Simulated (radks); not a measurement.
Values are calculated unless marked as measured or tabulated.
Q: Species: Ho3+. Configuration: [Xe] 4f10. Code: a radial shooting solver on a logarithmic mesh with Libxc functionals. Model: Dirac Kohn-Sham, PBE, spin-unpolarised, spherical densities, point nucleus; open shells fill j = l - 1/2 first. Some entries of the table are withheld. Estimate them.

| orbital | occ. | eigenvalue (eV) | <1/r> (bohr^-1) | <r^2> (bohr^2) |
|---|---|---|---|---|
| 1s1/2 | 2 | -55469.07 | 76.08 | 0.0005880 |
| 2s1/2 | 2 | -9299.980 | 18.26 | 0.009109 |
| 2p1/2 | 2 | (1) | (2) | 0.006582 |
| 2p3/2 | 4 | (3) | (4) | 0.007805 |
| 3s1/2 | 2 | -2102.944 | 6.676 | 0.06028 |
| 3p1/2 | 2 | -1907.212 | 6.590 | 0.05588 |
| 3p3/2 | 4 | -1728.241 | 5.993 | 0.06278 |
| 3d3/2 | 4 | -1393.016 | 5.876 | 0.04962 |
| 3d5/2 | 6 | -1353.924 | 5.729 | 0.05153 |
| 4s1/2 | 2 | -441.8670 | 2.793 | 0.3035 |
| 4p1/2 | 2 | -364.1422 | (5) | 0.3175 |
| 4p3/2 | 4 | -323.9033 | (6) | 0.3554 |
| 4d3/2 | 4 | (7) | 2.260 | 0.4021 |
| 4d5/2 | 6 | (8) | 2.210 | 0.4170 |
| 5s1/2 | 2 | -79.9717 | 1.066 | 1.761 |
| 5p1/2 | 2 | -58.3486 | 0.9468 | 2.193 |
| 5p3/2 | 4 | -52.8448 | 0.8775 | 2.493 |
| 4f5/2 | 6 | -35.5069 | 1.675 | 0.7907 |
| 4f7/2 | 4 | -34.4604 | 1.652 | 0.8178 |

A: 
(1) 2p1/2 eigenvalue (eV): -8852.161
(2) 2p1/2 <1/r> (bohr^-1): 18.23
(3) 2p3/2 eigenvalue (eV): -7995.220
(4) 2p3/2 <1/r> (bohr^-1): 15.88
(5) 4p1/2 <1/r> (bohr^-1): 2.685
(6) 4p3/2 <1/r> (bohr^-1): 2.480
(7) 4d3/2 eigenvalue (eV): -195.9895
(8) 4d5/2 eigenvalue (eV): -188.6684
